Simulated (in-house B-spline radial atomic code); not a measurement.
Results of a calculation; reference values are marked as such.
Correlation energy from the adiabatic connection: −Z exp(−kr)/r, Z = 3.48, k = 0.713

Two electrons in a singlet, external potential −Z exp(−kr)/r, Z = 3.48, k = 0.713 (atomic units). Full CI in B-splines (partial waves to l = 8, correlation up to 0.6 % small) with the density held fixed gives W(λ) = <V_ee>_λ − U, and E_c is the integral of W(λ) − W(0) from 0 to 1.

| λ | W(λ) − W(0) (hartree) |
| --- | --- |
| 0 | 0.00000 |
| 0.02 | -0.00191 |
| 0.05 | -0.00475 |
| 0.12 | -0.01130 |
| 0.25 | -0.02317 |
| 0.4 | -0.03641 |
| 0.6 | -0.05335 |
| 0.8 | -0.06952 |
| 1 | -0.08498 |

Question: Integrate the table by the trapezoid rule.

Answer: The strips give -0.00002, -0.00010, -0.00056, -0.00224, -0.00447, -0.00898, -0.01229, -0.01545, which sum to -0.04410 hartree. The direct value, W(1) − W(0) + T_c with T_c = 0.04083, is -0.04415; the curve is convex, so chords lie above it and the trapezoids fall short in size by 0.11 %.

Question: Now use only three numbers: W(0) = -1.8666, the initial slope W'(0) = -0.09557 (extrapolated from the first points) and the strong-coupling limit of the point-charge-plus-continuum model, W∞ = -2.6617. What do second-order theory and the interpolation W(λ) = W∞ + (W(0) − W∞)/√(1 + 2χλ) of Seidl, Perdew and Levy give?

Answer: Second order keeps the slope alone: E_c = W'(0)/2 = -0.04779, +8 % in size against -0.04415. Matching the slope fixes χ = W'(0)/(W∞ − W(0)) = -0.09557/(-0.79510) = 0.12020. Integrating, with s = √(1 + 2χ) = 1.113731, E_c = −(W(0) − W∞)(s − 1)/(s + 1) = −0.79510 × 0.113731/2.113731 = -0.04278 hartree, -3.1 % in size against the full result. At λ = 1 the formula gives W − W(0) = -0.08119 against -0.08498. Part of the miss can come from the model's W∞.
